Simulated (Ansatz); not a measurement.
Pulling on the Al1–H3 bond in AlFHI (SMILES [F][AlH][I]) (multiplicity 1 held, fragments rigid). Energies count from the point at 1.559 Å.
Geometry at that point (charge 0, multiplicity 1):
```json
[
 {"atom": "Al", "x (Å)": "-0.1596", "y (Å)": "-0.9343", "z (Å)": "-1.3185"},
 {"atom": "F", "x (Å)": "-1.7315", "y (Å)": "-1.3350", "z (Å)": "-1.6085"},
 {"atom": "H", "x (Å)": "0.9483", "y (Å)": "-1.4609", "z (Å)": "-2.2810"},
 {"atom": "I", "x (Å)": "0.3153", "y (Å)": "0.4834", "z (Å)": "0.6396"}
]
```

Restricted levels (R-, RO-) in cc, def2 and unpolarised 6-31G sets keep to the state of the molecule at rest. Unrestricted levels (U-) break spin symmetry where that is lower. Levels need not reach the same state.

Cores are frozen in the correlated methods. Filled d and f shells under p-block atoms count as core.

Programs: Ansatz (Gaussian orbitals). Values without a source in brackets are computed. In def2 rows elements past Kr take small-core potentials, without spin–orbit coupling.

One of these levels gives 284.3 kJ/mol for the energy at R = 4.989 Å. Name it.
A) R-MP2/def2-SVP
B) U-HF/def2-SVP
C) U-SCS-MP2/def2-SVP
D) R-SCS-MP2/def2-SVP

B, U-HF/def2-SVP. The others give 467.7 (R-MP2/def2-SVP), 431.7 (R-SCS-MP2/def2-SVP), 350.1 (U-SCS-MP2/def2-SVP)

Doubts at one or more of the structures used: a spin-contaminated determinant (U-HF/def2-SVP, U-SCS-MP2/def2-SVP); a restricted determinant that unrestricted orbitals would lower (R-MP2/def2-SVP, R-SCS-MP2/def2-SVP).

Ansatz is a program for electronic structure.
